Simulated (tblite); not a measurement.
Compound: C₅H₄BrNS.
Bonds: C1–C2 (double), C2–Br3, C2–C4, C4–C5 (aromatic), C5–N6 (aromatic), N6–C7 (aromatic), C7–S8 (aromatic), C4–S8 (aromatic). Hydrogens: H9, H10 on C1; H11 on C5; H12 on C7.

Computed with GFN2-xTB (tblite), gas phase: L-BFGS steps from a force-field or distance-geometry start until the largest atomic force falls under 0.01 eV/Å.

Geometry at step 4:
```
atom  x, y, z in Å
C1     -2.2064   -0.6392   -0.5116
C2     -1.3595    0.2527   -0.0056
Br3    -2.1047    1.8720    0.7308
C4      0.0751    0.1296    0.0622
C5      1.0291    0.9773    0.5669
N6      2.3043    0.5496    0.4729
C7      2.3850   -0.6019   -0.0856
S8      0.8654   -1.2942   -0.5602
H9     -1.8558   -1.5646   -0.9313
H10    -3.2701   -0.4765   -0.5205
H11     0.8394    1.9332    1.0194
H12     3.2994   -1.1386   -0.2634
```

**Question.** Give the atomic forces at this geometry.

**Answer.** 
```json
{"atom": "C1", "Fx (eV/Å)": "0.021", "Fy (eV/Å)": "0.032", "Fz (eV/Å)": "0.021"}
{"atom": "C2", "Fx (eV/Å)": "-0.107", "Fy (eV/Å)": "0.093", "Fz (eV/Å)": "0.069"}
{"atom": "Br3", "Fx (eV/Å)": "0.187", "Fy (eV/Å)": "-0.061", "Fz (eV/Å)": "-0.025"}
{"atom": "C4", "Fx (eV/Å)": "-0.041", "Fy (eV/Å)": "-0.087", "Fz (eV/Å)": "-0.035"}
{"atom": "C5", "Fx (eV/Å)": "-0.004", "Fy (eV/Å)": "0.015", "Fz (eV/Å)": "-0.004"}
{"atom": "N6", "Fx (eV/Å)": "-0.054", "Fy (eV/Å)": "-0.046", "Fz (eV/Å)": "-0.031"}
{"atom": "C7", "Fx (eV/Å)": "-0.048", "Fy (eV/Å)": "-0.016", "Fz (eV/Å)": "0.007"}
{"atom": "S8", "Fx (eV/Å)": "0.037", "Fy (eV/Å)": "-0.037", "Fz (eV/Å)": "-0.032"}
{"atom": "H9", "Fx (eV/Å)": "0.078", "Fy (eV/Å)": "-0.056", "Fz (eV/Å)": "-0.029"}
{"atom": "H10", "Fx (eV/Å)": "0.043", "Fy (eV/Å)": "0.033", "Fz (eV/Å)": "0.014"}
{"atom": "H11", "Fx (eV/Å)": "-0.032", "Fy (eV/Å)": "0.020", "Fz (eV/Å)": "0.004"}
{"atom": "H12", "Fx (eV/Å)": "-0.081", "Fy (eV/Å)": "0.110", "Fz (eV/Å)": "0.042"}
```

The largest, 0.20 eV/Å, acts on Br3; the rms over all components is 0.059 eV/Å. The forces sum to zero within rounding, as they must for an isolated molecule in no field.

**Question.** Give the force on Br3 in Eh/bohr and in nN.

**Answer.** 0.198 eV/Å ÷ 51.422 = 0.00386 Eh/bohr, and 0.198 eV/Å × 1.602 = 0.32 nN.

**Question.** How far is this geometry from the end of the optimisation?

**Answer.** 0.009 eV above it, and 0.025 Å rms away after alignment. The bonds farthest from their final lengths, with half the difference of the two atoms' forces along the bond (positive lengthens):

```
  bond  now (Å)  final (Å)  force along bond (eV/Å)
C2–Br3    1.929      1.918                    -0.14
C7–H12    1.075      1.072                    -0.05
 C2–C4    1.441      1.439                    +0.04
 C1–H9    1.075      1.077                    +0.06
 C5–N6    1.348      1.346                    -0.01
```

The angle farthest from its final value is C2–C4–C5, 131.0° against 129.5°.

What follows is the cost of the whole relaxation. Time: 0.6 s. Hardware: one thread of an Intel Xeon at 2.50 GHz, shared host with 64 logical CPUs at a one-minute load of 58.
